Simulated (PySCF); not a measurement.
# Computed records: BH8NSi2, BFH4OSi, BFH3OSi, CH7BSi2 and others

All values are calculated (PySCF 2.14.0). Calculation on a computer-drawn molecule: the log of a Hartree-Fock and frozen-core CCSD(T) single point meant for a local Hartree-Fock minimum, with one planted fault or none, to be diagnosed. Offsets are logged minus clean, where the clean run is the same molecule without the fault. The reference is restricted for singlets and unrestricted otherwise, and also for a bond in bohr or an excited solution. Adding or removing an electron swaps singlet and doublet. The excited solution moves the top pair (singlet) or top alpha electron (doublet) to the lowest empty orbital. Highest occupied and lowest empty are orbital energies over both spins, largest force is the largest gradient component, triples share is (T) over the correlation energy, the T1 limit is 0.02 restricted and 0.045 unrestricted, electrons count all cores, a negative frequency is imaginary (commonest isotopes), and the dipole is about the centre of nuclear charge.

Common to all runs: logged SCF converged yes; possible faults no fault, one electron removed, one electron added, multiplicity raised by two, geometry at a saddle point, SCF held on an excited solution, minimal basis STO-3G, one bond length entered in bohr, all coordinates scaled.

(1) 
```xyz
12
formula=BH8NSi2 meant_charge=0 meant_multiplicity=1 meant_basis=cc-pV(D+d)Z logged_electrons=48 logged_basis_functions=114 logged_spin_squared=2.0175 logged_highest_occupied=-7.4159 logged_lowest_empty=-1.2907 logged_largest_force=0.045796 logged_T1_diagnostic=0.018712 logged_D1_diagnostic=0.099189 logged_triples_share=0.026523 logged_CC_converged=yes logged_dipole_magnitude=3.296 logged_SCF_stable_within_its_kind=yes logged_energy_HF=-661.53659 logged_energy_CCSD(T)=-662.06843 planted_fault=multiplicity_raised_by_two HF_energy_offset_from_clean_run=73.03 CCSD(T)_energy_offset_from_clean_run=77.7
B     -2.0191    -0.4255    -0.7058
Si    -1.2050    -1.4901     0.8207
N      0.1001    -2.4923     0.2627
Si    -0.3501    -0.0622     2.5076
H     -1.7217    -0.6021    -1.8563
H     -2.8452     0.4159    -0.4758
H     -2.3378    -2.2442     1.4448
H     -0.0415    -3.0343    -0.5708
H      0.6075    -3.0416     0.9324
H      0.5830     0.9422     1.9375
H      0.3908    -0.8486     3.5282
H     -1.4549     0.6609     3.1861
```

Units: logged_highest_occupied, logged_lowest_empty in eV; logged_largest_force in hartree/bohr; logged_dipole_magnitude in debye; logged_energy_HF, logged_energy_CCSD(T) in hartree; HF_energy_offset_from_clean_run, CCSD(T)_energy_offset_from_clean_run in kcal/mol.

Drawn bonds:
```tsv
atom	other atom	order
1	2	1
2	3	1
2	4	1
1	5	1
1	6	1
2	7	1
3	8	1
3	9	1
4	10	1
4	11	1
4	12	1
```

(2) 
```xyz
8
formula=BFH4OSi meant_charge=0 meant_multiplicity=1 meant_basis=cc-pV(D+d)Z logged_electrons=40 logged_basis_functions=85 logged_spin_squared=0.8046 logged_highest_occupied=-9.168 logged_lowest_empty=0.8574 logged_largest_force=0.0092267 logged_T1_diagnostic=0.046793 logged_D1_diagnostic=0.2376 logged_triples_share=0.025624 logged_CC_converged=yes logged_dipole_magnitude=2.5098 logged_SCF_stable_within_its_kind=yes logged_energy_HF=-490.21392 logged_energy_CCSD(T)=-490.80305 planted_fault=one_bond_length_entered_in_bohr,row_6_of_the_drawn_bonds HF_energy_offset_from_clean_run=75.37 CCSD(T)_energy_offset_from_clean_run=79.84
B     -0.3398    -1.1977    -0.7658
Si    -2.3286    -1.6026    -0.8356
O     -2.6480    -3.1613    -1.2278
F     -2.8699    -1.2983     0.6631
H      0.1264    -0.1772    -1.1879
H      0.4190    -1.9864    -0.2715
H     -3.8475    -0.0755    -2.5835
H     -2.2181    -3.8592    -0.7560
```

Units: logged_highest_occupied, logged_lowest_empty in eV; logged_largest_force in hartree/bohr; logged_dipole_magnitude in debye; logged_energy_HF, logged_energy_CCSD(T) in hartree; HF_energy_offset_from_clean_run, CCSD(T)_energy_offset_from_clean_run in kcal/mol.

Drawn bonds:
```tsv
atom	other atom	order
1	2	1
2	3	1
2	4	1
1	5	1
1	6	1
2	7	1
3	8	1
```

Notes: T1 above single-reference limit.

(3) 
```xyz
8
formula=BFH4OSi meant_charge=0 meant_multiplicity=1 meant_basis=cc-pV(D+d)Z logged_electrons=39 logged_basis_functions=85 logged_spin_squared=0.7672 logged_highest_occupied=-19.639 logged_lowest_empty=-9.22 logged_largest_force=0.11994 logged_T1_diagnostic=0.02518 logged_D1_diagnostic=0.14123 logged_triples_share=0.023654 logged_CC_converged=yes logged_dipole_magnitude=5.9379 logged_SCF_stable_within_its_kind=yes logged_energy_HF=-489.95406 logged_energy_CCSD(T)=-490.54131 planted_fault=one_electron_removed HF_energy_offset_from_clean_run=238.4 CCSD(T)_energy_offset_from_clean_run=244.1
B     -0.3398    -1.1977    -0.7658
Si    -2.3286    -1.6026    -0.8356
O     -2.6480    -3.1613    -1.2278
F     -2.8699    -1.2983     0.6631
H      0.1264    -0.1772    -1.1879
H      0.4190    -1.9864    -0.2715
H     -3.1324    -0.7945    -1.7605
H     -2.2181    -3.8592    -0.7560
```

Units: logged_highest_occupied, logged_lowest_empty in eV; logged_largest_force in hartree/bohr; logged_dipole_magnitude in debye; logged_energy_HF, logged_energy_CCSD(T) in hartree; HF_energy_offset_from_clean_run, CCSD(T)_energy_offset_from_clean_run in kcal/mol.

Drawn bonds:
```tsv
atom	other atom	order
1	2	1
2	3	1
2	4	1
1	5	1
1	6	1
2	7	1
3	8	1
```

(4) 
```xyz
7
formula=BFH3OSi meant_charge=-1 meant_multiplicity=1 meant_basis=aug-cc-pV(D+d)Z logged_electrons=40 logged_basis_functions=128 logged_spin_squared=0 logged_highest_occupied=-4.7901 logged_lowest_empty=3.641 logged_largest_force=0.012894 logged_T1_diagnostic=0.020597 logged_D1_diagnostic=0.070284 logged_triples_share=0.030215 logged_CC_converged=yes logged_dipole_magnitude=3.794 logged_SCF_stable_within_its_kind=yes logged_energy_HF=-489.77759 logged_energy_CCSD(T)=-490.43693 planted_fault=all_coordinates_scaled,by_+1.3_% HF_energy_offset_from_clean_run=0.7236 CCSD(T)_energy_offset_from_clean_run=-0.8233
B     -0.5951    -0.1016    -1.2010
Si    -0.2142    -0.4686     0.8036
O     -0.9880     0.5486     1.7134
F      1.4617    -0.4346     0.9185
H     -1.4902    -0.6633    -1.8295
H     -0.0051     0.7620    -1.8435
H     -0.4442    -1.9575     1.0916
```

Units: logged_highest_occupied, logged_lowest_empty in eV; logged_largest_force in hartree/bohr; logged_dipole_magnitude in debye; logged_energy_HF, logged_energy_CCSD(T) in hartree; HF_energy_offset_from_clean_run, CCSD(T)_energy_offset_from_clean_run in kcal/mol.

Drawn bonds:
```tsv
atom	other atom	order
1	2	1
2	3	1
2	4	1
1	5	1
1	6	1
2	7	1
```

Notes: T1 above single-reference limit.

(5) 
```xyz
7
formula=BFH3OSi meant_charge=-1 meant_multiplicity=1 meant_basis=aug-cc-pV(D+d)Z logged_electrons=40 logged_basis_functions=128 logged_spin_squared=2.0413 logged_highest_occupied=-1.3585 logged_lowest_empty=3.8514 logged_largest_force=0.091609 logged_T1_diagnostic=0.061668 logged_D1_diagnostic=0.40154 logged_triples_share=0.031909 logged_CC_converged=yes logged_dipole_magnitude=5.348 logged_SCF_stable_within_its_kind=yes logged_energy_HF=-489.70886 logged_energy_CCSD(T)=-490.35462 planted_fault=multiplicity_raised_by_two HF_energy_offset_from_clean_run=43.85 CCSD(T)_energy_offset_from_clean_run=50.83
B     -0.5874    -0.1003    -1.1856
Si    -0.2114    -0.4626     0.7933
O     -0.9753     0.5416     1.6914
F      1.4430    -0.4290     0.9067
H     -1.4711    -0.6548    -1.8060
H     -0.0050     0.7522    -1.8199
H     -0.4385    -1.9324     1.0776
```

Units: logged_highest_occupied, logged_lowest_empty in eV; logged_largest_force in hartree/bohr; logged_dipole_magnitude in debye; logged_energy_HF, logged_energy_CCSD(T) in hartree; HF_energy_offset_from_clean_run, CCSD(T)_energy_offset_from_clean_run in kcal/mol.

Drawn bonds:
```tsv
atom	other atom	order
1	2	1
2	3	1
2	4	1
1	5	1
1	6	1
2	7	1
```

Notes: T1 above single-reference limit.

(6) 
```xyz
11
formula=CH7BSi2 meant_charge=0 meant_multiplicity=1 meant_basis=cc-pV(D+d)Z logged_electrons=46 logged_basis_functions=109 logged_spin_squared=0 logged_highest_occupied=-4.6837 logged_lowest_empty=-3.6052 logged_largest_force=0.23074 logged_CC_converged=no logged_dipole_magnitude=7.4117 logged_SCF_stable_within_its_kind=no logged_energy_HF=-644.12344 planted_fault=SCF_held_on_an_excited_solution HF_energy_offset_from_clean_run=186.5
B      0.0246    -0.5142    -1.8094
Si     0.9349     0.5807    -0.3773
C      1.2723     0.0234     1.2037
Si     0.9036    -1.6377     1.9514
H     -0.3236    -1.6363    -1.5919
H     -0.1753    -0.0466    -2.8945
H      1.3330     1.9599    -0.7326
H      1.7697     0.7296     1.8685
H      2.1504    -2.3056     2.4033
H      0.0247    -1.5020     3.1404
H      0.2300    -2.5211     0.9717
```

Units: logged_highest_occupied, logged_lowest_empty in eV; logged_largest_force in hartree/bohr; logged_dipole_magnitude in debye; logged_energy_HF in hartree; HF_energy_offset_from_clean_run in kcal/mol.

Drawn bonds:
```tsv
atom	other atom	order
1	2	1
2	3	2
3	4	1
1	5	1
1	6	1
2	7	1
3	8	1
4	9	1
4	10	1
4	11	1
```

Notes: CCSD not converged.

(7) 
```xyz
9
formula=BH5NSi2 meant_charge=1 meant_multiplicity=1 meant_basis=cc-pV(D+d)Z logged_electrons=44 logged_basis_functions=99 logged_spin_squared=2.0184 logged_highest_occupied=-12.322 logged_lowest_empty=-6.9292 logged_largest_force=0.036324 logged_T1_diagnostic=0.026006 logged_D1_diagnostic=0.11096 logged_triples_share=0.035617 logged_CC_converged=yes logged_dipole_magnitude=3.3239 logged_SCF_stable_within_its_kind=yes logged_energy_HF=-659.50721 logged_energy_CCSD(T)=-659.97594 planted_fault=multiplicity_raised_by_two HF_energy_offset_from_clean_run=89.42 CCSD(T)_energy_offset_from_clean_run=89.07
B     -3.9852    -1.2302     0.7703
Si    -2.3085    -0.5337     1.6775
N     -0.8361    -0.8890     1.1487
Si     0.6409    -1.2140     0.6619
H     -4.4816    -0.5882    -0.1017
H     -4.4447    -2.2716     1.1213
H     -2.4159     0.3288     2.8618
H      1.3248    -0.3667    -0.3120
H      1.3662    -2.3806     1.1588
```

Units: logged_highest_occupied, logged_lowest_empty in eV; logged_largest_force in hartree/bohr; logged_dipole_magnitude in debye; logged_energy_HF, logged_energy_CCSD(T) in hartree; HF_energy_offset_from_clean_run, CCSD(T)_energy_offset_from_clean_run in kcal/mol.

Drawn bonds:
```tsv
atom	other atom	order
1	2	1
2	3	2
3	4	1
1	5	1
1	6	1
2	7	1
4	8	1
4	9	1
```

(8) 
```xyz
8
formula=AlBH4NSi meant_charge=1 meant_multiplicity=1 meant_basis=cc-pV(D+d)Z logged_electrons=42 logged_basis_functions=94 logged_spin_squared=0 logged_highest_occupied=-15.306 logged_lowest_empty=-3.32 logged_largest_force=0.068396 logged_T1_diagnostic=0.015437 logged_D1_diagnostic=0.038676 logged_triples_share=0.027971 logged_CC_converged=yes logged_dipole_magnitude=2.8147 logged_SCF_stable_within_its_kind=yes logged_energy_HF=-612.02828 logged_energy_CCSD(T)=-612.44317 planted_fault=all_coordinates_scaled,by_-5.7_% HF_energy_offset_from_clean_run=20.4 CCSD(T)_energy_offset_from_clean_run=26.39
B      1.5982     1.7225    -0.6700
Si     0.4341     0.3941     0.0611
N     -0.9883     0.2006    -0.4081
Al    -2.4716    -0.0787    -0.8235
H      1.6238     2.7494    -0.2124
H      2.2416     1.4689    -1.5566
H      0.9333    -0.4217     1.0684
H     -3.8460    -0.3205    -1.2231
```

Units: logged_highest_occupied, logged_lowest_empty in eV; logged_largest_force in hartree/bohr; logged_dipole_magnitude in debye; logged_energy_HF, logged_energy_CCSD(T) in hartree; HF_energy_offset_from_clean_run, CCSD(T)_energy_offset_from_clean_run in kcal/mol.

Drawn bonds:
```tsv
atom	other atom	order
1	2	1
2	3	2
3	4	1
1	5	1
1	6	1
2	7	1
4	8	1
```

(9) 
```xyz
8
formula=AlBH4NSi meant_charge=1 meant_multiplicity=1 meant_basis=cc-pV(D+d)Z logged_electrons=41 logged_basis_functions=94 logged_spin_squared=0.7668 logged_highest_occupied=-21.498 logged_lowest_empty=-11.313 logged_largest_force=0.077565 logged_T1_diagnostic=0.044967 logged_D1_diagnostic=0.24228 logged_triples_share=0.028473 logged_CC_converged=yes logged_dipole_magnitude=3.6525 logged_SCF_stable_within_its_kind=yes logged_energy_HF=-611.58662 logged_energy_CCSD(T)=-611.96886 planted_fault=one_electron_removed HF_energy_offset_from_clean_run=297.5 CCSD(T)_energy_offset_from_clean_run=324
B      1.6948     1.8267    -0.7105
Si     0.4603     0.4179     0.0648
N     -1.0480     0.2127    -0.4328
Al    -2.6210    -0.0834    -0.8733
H      1.7219     2.9155    -0.2252
H      2.3771     1.5577    -1.6507
H      0.9897    -0.4472     1.1329
H     -4.0785    -0.3399    -1.2970
```

Units: logged_highest_occupied, logged_lowest_empty in eV; logged_largest_force in hartree/bohr; logged_dipole_magnitude in debye; logged_energy_HF, logged_energy_CCSD(T) in hartree; HF_energy_offset_from_clean_run, CCSD(T)_energy_offset_from_clean_run in kcal/mol.

Drawn bonds:
```tsv
atom	other atom	order
1	2	1
2	3	2
3	4	1
1	5	1
1	6	1
2	7	1
4	8	1
```

(10) 
```xyz
9
formula=AlBH5OSi meant_charge=0 meant_multiplicity=2 meant_basis=cc-pV(D+d)Z logged_electrons=45 logged_basis_functions=99 logged_spin_squared=3.792 logged_highest_occupied=-4.6952 logged_lowest_empty=-2.8468 logged_largest_force=0.10257 logged_T1_diagnostic=0.072931 logged_D1_diagnostic=0.44724 logged_triples_share=0.033376 logged_CC_converged=yes logged_dipole_magnitude=7.319 logged_SCF_stable_within_its_kind=yes logged_energy_HF=-633.11248 logged_energy_CCSD(T)=-633.57556 planted_fault=multiplicity_raised_by_two HF_energy_offset_from_clean_run=149.4 CCSD(T)_energy_offset_from_clean_run=157.5
B     -3.1141    -0.3708     1.2681
Si    -1.4640    -0.6231     0.3371
O     -0.4301     0.5440    -0.1019
Al     0.5399     1.8826    -0.4744
H     -3.4906     0.7209     1.5929
H     -3.7659    -1.3470     1.5188
H     -0.9293    -1.9280    -0.0976
H      1.6133     2.3289     0.5815
H      0.3184     2.5869    -1.8605
```

Units: logged_highest_occupied, logged_lowest_empty in eV; logged_largest_force in hartree/bohr; logged_dipole_magnitude in debye; logged_energy_HF, logged_energy_CCSD(T) in hartree; HF_energy_offset_from_clean_run, CCSD(T)_energy_offset_from_clean_run in kcal/mol.

Drawn bonds:
```tsv
atom	other atom	order
1	2	1
2	3	1
3	4	1
1	5	1
1	6	1
2	7	1
4	8	1
4	9	1
```

Notes: T1 above single-reference limit.
